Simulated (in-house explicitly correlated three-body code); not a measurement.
The numbers below are computed, except where a source is named.
## Two electrons around a charge Z: highest levels of functionals against the exact one

The exact non-relativistic ground state comes from a variational code in 260 exponentially correlated functions, the Kohn-Sham parts from inverting its density (past Z = 6 the correlation energy is taken as exact minus Hartree-Fock, equal to within microhartrees), and self-consistent runs (Hartree-Fock is restricted) from a B-spline radial code. Z may be fractional; the second electron is bound down to Z = 0.911.

The exact Kohn-Sham level equals minus the binding energy. «Unbound» marks a run whose level isn't bound or that didn't converge.

```tsv
Z	exact (eV)	Hartree-Fock (eV)	RPBE (eV)	revTPSS (eV)	r2SCAN0 (eV)	wB97X (eV)
2.2	-32.63	-33	-22.59	-23.34	-25.95	-27.91
2.9	-69.32	-69.66	-54.85	-55.98	-59.67	-60.93
3.44	-106.7	-107.1	-88.85	-90.26	-94.79	-95.51
4.7	?	?	?	?	?	?
5.9	-377.5	-377.8	-344.1	-346.8	-355.2	-353.5
7.4	-623.5	-623.7	-580.6	-584.1	-594.8	-591.7
9.6	?	?	?	?	?	?
12	-1759	-1760	-1687	-1693	-1711	-1704
```

Task: What belongs in the row Z = 9.6?

Result: exact (eV): -1095; Hartree-Fock (eV): -1095; RPBE (eV): -1038; revTPSS (eV): -1043; r2SCAN0 (eV): -1057; wB97X (eV): -1052.

Task: What belongs in the row Z = 4.7?

Result: exact (eV): -224.9; Hartree-Fock (eV): -225.2; RPBE (eV): -199; revTPSS (eV): -201.1; r2SCAN0 (eV): -207.6; wB97X (eV): -207.1.

Task: Why do the levels of the functionals lie above the exact one?

Result: Semilocal exchange-correlation potentials fall off faster than the exact −1/r, since they don't cancel the electron's repulsion by itself; hybrids restore a share of the tail, and range-separated ones all of it at long range. Hartree-Fock has the tail but lacks relaxation and correlation.
